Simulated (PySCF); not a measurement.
CH6AlBO4, SMILES OB(O)[CH2][Al]([OH])[OH].

The structure is a stationary point at PBE0-D3(BJ)/def2-SVP. The structure was generated by enumeration; whether it is a known compound was not checked. The values are those of a single conformer.

Two levels are set side by side: TDA-PBE/def2-SVPD (PySCF) and TDA-CAM-B3LYP/def2-SVPD (PySCF). Vertical, same geometry. The lowest singlet is HOMO→LUMO 61 %, HOMO−1→LUMO 37 % with PBE and HOMO→LUMO 91 % with the other functional; states are paired by order. Differences are taken from unrounded values.

```tsv
quantity	TDA-CAM-B3LYP
lowest singlet excitation (eV)	6.88
lowest triplet excitation (TDA) (eV)	6.27
first bright state (f over 0.05) (eV)	6.88
its oscillator strength	0.15
```

**Question.** What does TDA-PBE give, and how far is it from TDA-CAM-B3LYP? (Estimate from the structure and the level; the computed values follow.)

**Answer.** 
```csv
quantity,TDA-PBE,TDA-PBE minus TDA-CAM-B3LYP
lowest singlet excitation (eV),5.75,-1.13
lowest triplet excitation (TDA) (eV),5.40,-0.87
first bright state (f over 0.05) (eV),5.90,-0.98
its oscillator strength,0.08,-0.07
```

A lower first singlet is the usual sign of a functional without exact exchange. Differences between two approximate levels are no errors against the true value.

Rough cost on one machine, each run with all the roots and properties that it gave: TDA-CAM-B3LYP against TDA-PBE about 4 times.
